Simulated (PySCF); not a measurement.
C₄H₇FO, SMILES C[C@@]1(F)CCO1. Atoms are numbered in the order given.

```xyz
13

C      1.7110    -0.5027     0.1712
C      0.3481     0.1226     0.0700
F      0.4506     1.4354     0.5083
C     -0.4941     0.0412    -1.2121
C     -1.5604    -0.5592    -0.2858
O     -0.6348    -0.5547     0.8240
H      2.0272    -0.4893     1.2249
H      2.4384     0.0664    -0.4260
H      1.6824    -1.5443    -0.1777
H     -0.7146     1.0209    -1.6571
H     -0.0990    -0.6443    -1.9750
H     -1.8983    -1.5814    -0.5245
H     -2.4396     0.0791    -0.0901
```

Geometry optimised at r2SCAN-D4/def2-SVP. The structure was generated by enumeration; whether it is a known compound was not checked.

Two levels are set side by side: PBE/pcSseg-1 (PySCF) and PBE0/pcSseg-1 (PySCF). GIAO shifts against CFCl3 (¹⁹F), H2O (¹⁷O), TMS (¹H), TMS (¹³C) at the same level; non-relativistic, no solvent, atoms listed together averaged. Differences are taken from unrounded values.

```csv
quantity,PBE0
δ(¹³C) of C1 (ppm),28.8
δ(¹³C) of C2 (ppm),124.4
δ(¹⁹F) of F3 (ppm),-101.2
δ(¹³C) of C4 (ppm),37.5
δ(¹³C) of C5 (ppm),67.2
δ(¹⁷O) of O6 (ppm),114.7
"δ(¹H) of H10, H11 (ppm)",2.88
```

Task: What does PBE give, and how far is it from PBE0? (Estimate from the structure and the level; the computed values follow.)

Result: 
```json
[
 {"quantity": "δ(¹³C) of C1 (ppm)", "PBE": "29.1", "PBE minus PBE0": "0.3"},
 {"quantity": "δ(¹³C) of C2 (ppm)", "PBE": "128.9", "PBE minus PBE0": "4.5"},
 {"quantity": "δ(¹⁹F) of F3 (ppm)", "PBE": "-113.8", "PBE minus PBE0": "-12.7"},
 {"quantity": "δ(¹³C) of C4 (ppm)", "PBE": "38.2", "PBE minus PBE0": "0.7"},
 {"quantity": "δ(¹³C) of C5 (ppm)", "PBE": "69.6", "PBE minus PBE0": "2.4"},
 {"quantity": "δ(¹⁷O) of O6 (ppm)", "PBE": "127.9", "PBE minus PBE0": "13.2"},
 {"quantity": "δ(¹H) of H10, H11 (ppm)", "PBE": "2.92", "PBE minus PBE0": "0.04"}
]
```

Rough cost on one machine, each run with all the roots and properties that it gave: PBE0 against PBE within a factor of 2.
